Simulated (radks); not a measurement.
The numbers below are computed, except where a source is named.
Q: Radial electron density D(r) = 4 pi r^2 rho(r) of an atom or ion with 54 electrons. Code: a radial shooting solver on a logarithmic mesh with Libxc functionals. Model: scalar-relativistic Kohn-Sham, SCAN, spin-polarised, spherical densities, finite nucleus; meta-GGA in the generalised Kohn-Sham scheme; Fermi nuclear charge, rms radius of each element as measured or else 0.836 A^(1/3) + 0.57 fm.

```
   r/bohr * D(r) (the largest magnitude, 91.2, reaches the edge; | marks zero)
 0.003372 |        *
 0.004497 |             *
 0.005998 |                   *
 0.007936 |                          *
  0.01058 |                                 *
  0.01412 |                                       *
  0.01883 |                                         *
  0.02491 |                                       *
  0.03323 |                                    *
  0.04432 |                                      *
  0.05911 |                                               *
  0.07884 |                                                      *
   0.1043 |                                                  *
   0.1391 |                                       *
   0.1856 |                                         *
   0.2475 |                                             *
   0.3275 |                                *
   0.4368 |                *
   0.5825 |                *
   0.7769 |                *
    1.036 |        *
    1.371 |   *
    1.829 |  *
    2.439 | *
    3.253 |*
    4.304 *
    5.741 *
    7.657 *
```

What is the nuclear charge?

A: Z = 54. The innermost maximum, from 1s, lies near gamma/Z bohr with gamma = sqrt(1 - (Z/c)^2) = 0.919, here 0.017 bohr (found: 0.0187), and its height grows with Z. The density is that of neutral xenon in [Xe]; the configuration itself is not fixed sharply by these data, and Z only to a few units. D(r) has 4 maxima, at r = 0.0187, 0.0827, 0.236, 0.673 bohr, and minima at 0.0363, 0.156, 0.492 bohr, inside which lie 1.98, 11.19, 28.95 electrons.
